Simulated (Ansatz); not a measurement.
Relaxation of C₃H₁₀ClNSi (16 atoms, charge 0, multiplicity 1), to a largest force component of 0.02 eV/Å in at most 40 steps.

All numbers below come from Ansatz 0.2.0, RKS PBE/STO-3G.

```xyz
16
Properties=species:S:1:pos:R:3:forces:R:3
Si 0.000 0.000 0.000 -0.13 -0.16 2.13
N 0.000 0.000 1.820 0.68 -0.57 -3.16
C -1.216 -0.376 2.555 0.58 0.19 -0.16
H -1.864 -1.000 1.905 -0.15 -0.02 0.10
H -0.938 -0.953 3.461 -0.20 -0.09 0.20
H -1.766 0.540 2.855 -0.54 0.00 0.37
C 1.216 0.376 2.555 -0.60 0.04 0.15
H 1.464 -0.416 3.292 0.28 0.03 0.29
H 2.058 0.494 1.842 0.00 -0.01 0.08
H 1.046 1.335 3.087 0.38 0.24 0.38
Cl 2.009 0.000 -0.709 -0.25 -0.02 0.15
C -0.881 1.526 -0.623 0.10 0.32 -0.34
H -1.933 1.272 -0.867 0.26 0.20 0.03
H -0.862 2.311 0.162 -0.07 -0.11 -0.36
H -0.370 1.903 -1.534 -0.34 0.11 0.19
H -0.688 -1.191 -0.486 0.01 -0.16 -0.06
```

Where does it end, and by what steps?

It converged. Limits of this set-up: minimal basis. After 27 steps the energy has fallen by 0.569 eV; H9 moved furthest, 1.95 Å.

```tsv
step	energy less start (eV)	largest force component (eV/Å)	accepted
0	0.0000	3.156	yes
1	-0.2037	0.952	yes
2	-0.2621	0.217	yes
3	-0.2972	0.586	yes
4	-0.3254	0.554	yes
5	-0.3449	0.317	yes
6	-0.3605	0.769	yes
7	-0.3819	0.122	yes
8	-0.3852	0.225	yes
9	-0.3927	0.109	yes
10	-0.3979	0.212	yes
11	-0.4023	0.252	yes
12	-0.4080	0.258	yes
13	-0.4138	0.315	yes
14	-0.4218	0.333	yes
15	-0.4358	0.307	yes
16	-0.4519	0.327	yes
17	-0.4679	0.296	yes
18	-0.4877	0.647	yes
19	-0.5211	0.365	yes
20	-0.5240	0.623	yes
21	-0.5137	0.596	no
22	-0.5590	0.201	yes
23	-0.5673	0.071	yes
24	-0.5676	0.152	yes
25	-0.5689	0.027	yes
26	-0.5690	0.118	yes
27	-0.5692	0.018	yes
```

```xyz
16
Properties=species:S:1:pos:R:3
Si -0.364 0.025 0.088
N -0.546 0.230 1.825
C -0.927 -1.002 2.597
H -1.746 -1.530 2.067
H -0.082 -1.718 2.741
H -1.294 -0.704 3.603
C 0.521 0.999 2.549
H 1.471 0.425 2.684
H 0.751 1.929 1.992
H 0.150 1.279 3.559
Cl 1.314 -1.198 -0.455
C -0.139 1.688 -0.755
H -0.954 2.376 -0.471
H 0.821 2.157 -0.487
H -0.160 1.565 -1.850
H -1.542 -0.699 -0.373
```

Run time: 58 s on 1 thread of AMD EPYC 9R45 96-Core Processor (Zen 5), with other jobs on the host, peak memory 0.17 GiB.
